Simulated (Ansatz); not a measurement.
Species: WF₂ (charge 0, triplet). The spin state was set by rule; other spins were not relaxed. 
Coordinates optimised at B3LYP-D3(BJ)/def2-TZVP (Ansatz, a program for electronic structure):
```xyz
3

W      0.0000     0.0000     0.0000
F      0.0000     0.0000     1.8313
F      0.0000     0.0000    -1.8313
```
Charge 0, spin multiplicity 3.

Total electronic energies in hartree. Correlated levels leave the core frozen unless marked. Open shells are spin-unrestricted. Spin-orbit coupling is left out. Frozen are the shells of the preceding noble gas and the d and f shells that filled before the atom's block. Past Kr the def2 sets carry scalar-relativistic core potentials. CBS marks a two-point X^-3 extrapolation of the correlation energy; Hartree-Fock from the larger set. The bracket is a focal-point correction in the basis named.

| level | program | energy (Eh) |
|---|---|---|
| PBE-D4/def2-TZVPD | Ansatz + dftd4 | -266.73922 |
| B3LYP-D4/def2-TZVPD | Ansatz + dftd4 | -266.91671 |
| PBE0/def2-QZVPP | Ansatz | -266.69378 |
| CAM-B3LYP-D4/def2-TZVPD | Ansatz + dftd4 | -266.80033 |
| CAM-B3LYP/def2-TZVPD | Ansatz | -266.79916 |
| wB97X/def2-TZVPD | Ansatz | -266.85993 |
| RI-MP2/def2-QZVPPD | Ansatz | -266.14066 |
| CCSD(T)/def2-TZVPP | Ansatz | -266.09685 |
| RI-MP2/CBS(def2-TZVPPD,def2-QZVPPD)+[CCSD(T)-MP2]/def2-TZVPPD | Ansatz | -266.2062 |

Totals of different functionals don't rank their quality; only differences between species are comparable.
